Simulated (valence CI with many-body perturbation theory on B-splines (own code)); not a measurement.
**Ti I: E2 decay**

Level of theory: relativistic CI+MBPT: four valence electrons over a frozen Dirac-Fock core [Ar], a basis of 9 s, 9 p, 10 d, 8 f, 5 g, 3 h, 1 i functions for each j, with the one-electron correlation potential Σ1 (screened to all orders), the two-electron term Σ2, the three-electron term Σ3, Breit, model QED; selected single and double excitations, second order for the rest, scaled by the run's own slope (own B-spline code, finite nucleus).

Set against measurement, 41 paired levels are off by 376 cm⁻¹ on average, the worst by 558. These come from a selection out of the NIST Handbook of Basic Atomic Spectroscopic Data. Levels without a partner in it may be off by more, other configurations by 1,000 to 4,000 cm⁻¹. Among the levels kept, up to 670 cm⁻¹ of a level comes from second order outside the variational space, and about a tenth of that is noise between levels of different J, which matters for small intervals.

Lines 51 to 91 of 91 in falling wavelength, among levels below 22169 cm⁻¹, chosen from the decays that carry over 1 % of a level's rate. Wavelengths and rates use the calculated energies, so an error of 400 cm⁻¹ moves a line at 862.3 nm by 3.4 % and its rate by three times that or more. Electric multipoles are in the length gauge, E1 and E2 with the static RPA response of the core. S is in atomic units (e²a₀⁴ for E2 and M2, e²a₀⁶ for E3), for M1 in squared Bohr magnetons. Weak lines are less certain than strong ones. Lines between different terms over intervals too small for the method are left out, as are lines whose strength nearly cancels and 16 of this kind that miss the measured wavelength by over 7 %. The highest levels of a list are the least certain.

Letters in brackets count levels of one name in rising energy.

| λ vac (nm) | Upper | Lower | Type | A (s⁻¹) | S (a.u.) |
| --- | --- | --- | --- | --- | --- |
| 862.3 | 3d2 4s2 1G_4 | 3d2 4s2 3F_3 | E2 | 8.97e-04 | 3.44e-01 |
| 801.5 | 3d3 4s 1P_1 | 3d2 4s2 1D_2 | E2 | 8.90e-01 | 7.88e+01 |
| 788.0 | 3d3 4s 1D_2 | 3d2 4s2 1D_2 | E2 | 6.76e-01 | 9.17e+01 |
| 708.0 | 3d3 4s 3G_3 | 3d2 4s2 3F_4 | E2 | 1.14e-02 | 1.27e+00 |
| 705.6 | 3d3 4s 3G_4 | 3d2 4s2 3F_4 | E2 | 1.64e-01 | 2.31e+01 |
| 702.4 | 3d3 4s 3G_5 | 3d2 4s2 3F_4 | E2 | 7.63e-01 | 1.28e+02 |
| 697.7 | 3d3 4s 3G_3 | 3d2 4s2 3F_3 | E2 | 2.15e-01 | 2.22e+01 |
| 695.4 | 3d3 4s 3G_4 | 3d2 4s2 3F_3 | E2 | 6.09e-01 | 7.96e+01 |
| 692.3 | 3d3 4s 3G_5 | 3d2 4s2 3F_3 | E2 | 1.15e-01 | 1.79e+01 |
| 689.4 | 3d3 4s 3G_3 | 3d2 4s2 3F_2 | E2 | 7.15e-01 | 6.96e+01 |
| 687.1 | 3d3 4s 3G_4 | 3d2 4s2 3F_2 | E2 | 1.35e-01 | 1.66e+01 |
| 598.6 | 3d3 4s 3D_2 | 3d2 4s2 3F_4 | E2 | 2.71e-01 | 9.31e+00 |
| 594.9 | 3d3 4s 3D_3 | 3d2 4s2 3F_4 | E2 | 1.65e+00 | 7.67e+01 |
| 593.3 | 3d3 4s 3D_1 | 3d2 4s2 3F_3 | E2 | 5.31e-01 | 1.05e+01 |
| 591.3 | 3d3 4s 3D_2 | 3d2 4s2 3F_3 | E2 | 1.27e+00 | 4.10e+01 |
| 588.5 | 3d3 4s 3H_5 | 3d2 4s2 3F_4 | E2 | 2.63e-01 | 1.83e+01 |
| 587.6 | 3d3 4s 3D_3 | 3d2 4s2 3F_3 | E2 | 4.62e-01 | 2.02e+01 |
| 587.3 | 3d3 4s 3D_1 | 3d2 4s2 3F_2 | E2 | 1.77e+00 | 3.31e+01 |
| 586.8 | 3d3 4s 3H_6 | 3d2 4s2 3F_4 | E2 | 2.15e+00 | 1.73e+02 |
| 585.3 | 3d3 4s 3D_2 | 3d2 4s2 3F_2 | E2 | 6.75e-01 | 2.07e+01 |
| 583.5 | 3d3 4s 3H_4 | 3d2 4s2 3F_3 | E2 | 3.06e-01 | 1.66e+01 |
| 581.7 | 3d3 4s 3D_3 | 3d2 4s2 3F_2 | E2 | 4.41e-02 | 1.84e+00 |
| 581.3 | 3d3 4s 3H_5 | 3d2 4s2 3F_3 | E2 | 1.97e+00 | 1.28e+02 |
| 577.7 | 3d3 4s 3H_4 | 3d2 4s2 3F_2 | E2 | 1.93e+00 | 9.99e+01 |
| 569.8 | 3d3 4s 1G_4 | 3d2 4s2 3F_4 | E2 | 3.38e-03 | 1.63e-01 |
| 563.2 | 3d3 4s 1G_4 | 3d2 4s2 3F_3 | E2 | 1.17e-02 | 5.34e-01 |
| 562.5 | 3d3 4s 3P_2 [a] | 3d2 4s2 3F_4 | E2 | 1.63e+00 | 4.10e+01 |
| 559.4 | 3d3 4s 3P_1 [a] | 3d2 4s2 3F_3 | E2 | 2.75e+00 | 4.04e+01 |
| 557.8 | 3d3 4s 1G_4 | 3d2 4s2 3F_2 | E2 | 4.78e-02 | 2.07e+00 |
| 556.6 | 3d3 4s 3P_0 [a] | 3d2 4s2 3F_2 | E2 | 4.32e+00 | 2.06e+01 |
| 556.0 | 3d3 4s 3P_2 [a] | 3d2 4s2 3F_3 | E2 | 2.20e-01 | 5.22e+00 |
| 554.1 | 3d3 4s 3P_1 [a] | 3d2 4s2 3F_2 | E2 | 9.92e-01 | 1.39e+01 |
| 554.1 | 3d3 4s 3P_2 [b] | 3d2 4s2 3F_4 | E2 | 3.00e+00 | 6.99e+01 |
| 549.3 | 3d3 4s 3P_1 [b] | 3d2 4s2 3F_3 | E2 | 1.40e+00 | 1.87e+01 |
| 547.8 | 3d3 4s 3P_2 [b] | 3d2 4s2 3F_3 | E2 | 7.94e-01 | 1.75e+01 |
| 544.1 | 3d3 4s 3P_1 [b] | 3d2 4s2 3F_2 | E2 | 7.57e-01 | 9.67e+00 |
| 543.7 | 3d3 4s 3P_0 [b] | 3d2 4s2 3F_2 | E2 | 1.70e+00 | 7.21e+00 |
| 542.7 | 3d3 4s 3P_2 [b] | 3d2 4s2 3F_2 | E2 | 1.16e-01 | 2.44e+00 |
| 508.7 | 3d3 4s 1P_1 | 3d2 4s2 3F_3 | E2 | 1.16e-02 | 1.06e-01 |
| 504.3 | 3d3 4s 1P_1 | 3d2 4s2 3F_2 | E2 | 2.05e-02 | 1.79e-01 |
| 503.0 | 3d3 4s 1H_5 | 3d2 4s2 3F_3 | E2 | 3.24e-03 | 1.03e-01 |
